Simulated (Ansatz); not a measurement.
A further run on NbSe(OSiH3)3 (NbSi₃SeO₃H₉).

```yaml
crystal:
  periodic: [false, false, false]
  atoms:
    - {symbol: Nb, position_ang: [0.003223, -0.005092, 0.252270]}
    - {symbol: Se, position_ang: [0.025012, 0.012129, 2.563621]}
    - {symbol: O, position_ang: [1.646888, -0.727538, -0.349857]}
    - {symbol: Si, position_ang: [3.199914, -1.393146, -0.212197]}
    - {symbol: H, position_ang: [3.588977, -1.451280, 1.237762]}
    - {symbol: H, position_ang: [4.156995, -0.523874, -0.977274]}
    - {symbol: H, position_ang: [3.180906, -2.773409, -0.805026]}
    - {symbol: O, position_ang: [-0.204982, 1.778890, -0.348218]}
    - {symbol: Si, position_ang: [-0.389081, 3.457236, -0.194986]}
    - {symbol: H, position_ang: [-0.476520, 3.816365, 1.261018]}
    - {symbol: H, position_ang: [-1.645151, 3.863351, -0.911737]}
    - {symbol: H, position_ang: [0.797276, 4.125613, -0.829373]}
    - {symbol: O, position_ang: [-1.451214, -1.077183, -0.315292]}
    - {symbol: Si, position_ang: [-2.816394, -2.064656, -0.126447]}
    - {symbol: H, position_ang: [-3.063098, -2.296653, 1.336689]}
    - {symbol: H, position_ang: [-2.559390, -3.367510, -0.827934]}
    - {symbol: H, position_ang: [-3.993362, -1.373253, -0.753018]}
basis:
  gaussian: {orbitals: STO-3G}
hamiltonian: {xc: {name: wPBEh}}
scf: {omitted_lower_state_checks: [starts]}
output: {forces: true}
```

```sh
$ ansatz run in.yaml --threads 4 --pin off --events-out ev --progress --plain --max-ram 4787MiB
```

It prints (some lines left out):

```
Functional definition: wPBEh
1147 factors; integrals over basis functions are off by at most 1.5e-4 eV
137 factors; integrals over basis functions are off by at most 2.1e-7 eV
mean field evaluation 1: about -195326.1707 eV, gradient 4.4e1 eV
mean field evaluation 2: about -195267.3495 eV, gradient 1.4e2 eV
mean field evaluation 4: about -195332.5177 eV, gradient 1.0e1 eV
mean field evaluation 8: about -195332.8715 eV, gradient 2.0e-1 eV
mean field evaluation 16: about -195332.8717 eV, gradient 3.0e-5 eV
mean field -195332.87167890 eV, -7178.3506328237 hartree, gradient 3.0e-5 eV, S^2 0.000000; 0 other end points of the search recorded, 0 dependent functions left out
reference -195332.87171621 eV, -7178.3506341947 hartree; 75, 75 occupied and 21, 21 virtual orbitals, 1147 factors
Total energy: -195332.87171621 eV, -7178.3506341947 hartree
Atom 0 at     0.003223    -0.005092     0.252270 Å, force     0.002545     0.009702     0.043819 eV/Å
Atom 1 at     0.025012     0.012129     2.563621 Å, force    -0.019467    -0.017187    -2.321760 eV/Å
Atom 2 at     1.646888    -0.727538    -0.349857 Å, force    -2.420167     1.057436     0.655063 eV/Å
Atom 3 at     3.199914    -1.393146    -0.212197 Å, force     0.533921    -0.224759     0.216768 eV/Å
Atom 4 at     3.588977    -1.451280     1.237762 Å, force    -0.251581     0.017325    -1.223450 eV/Å
Atom 5 at     4.156995    -0.523874    -0.977274 Å, force    -0.792417    -0.737768     0.641394 eV/Å
Atom 6 at     3.180906    -2.773409    -0.805026 Å, force     0.029424     1.155966     0.494216 eV/Å
Atom 7 at    -0.204982     1.778890    -0.348218 Å, force     0.303594    -2.622621     0.651785 eV/Å
Atom 8 at    -0.389081     3.457236    -0.194986 Å, force    -0.059225     0.573436     0.221795 eV/Å
Atom 9 at    -0.476520     3.816365     1.261018 Å, force     0.063341    -0.217881    -1.224401 eV/Å
Atom 10 at    -1.645151     3.863351    -0.911737 Å, force     1.052750    -0.326732     0.599144 eV/Å
Atom 11 at     0.797276     4.125613    -0.829373 Å, force    -0.998690    -0.545880     0.529252 eV/Å
Atom 12 at    -1.451214    -1.077183    -0.315292 Å, force     2.132747     1.571901     0.601510 eV/Å
Atom 13 at    -2.816394    -2.064656    -0.126447 Å, force    -0.461033    -0.329503     0.231604 eV/Å
Atom 14 at    -3.063098    -2.296653     1.336689 Å, force     0.138351     0.143695    -1.221419 eV/Å
Atom 15 at    -2.559390    -3.367510    -0.827934 Å, force    -0.226455     1.080976     0.583858 eV/Å
Atom 16 at    -3.993362    -1.373253    -0.753018 Å, force     0.972361    -0.588108     0.520822 eV/Å
Dipole moment:    -0.007268    -0.002612    -0.786892 e Å
Checks for a lower state left out: starts
```

Run time 3.2 s (4 threads of Arm Neoverse V2 on a shared host).
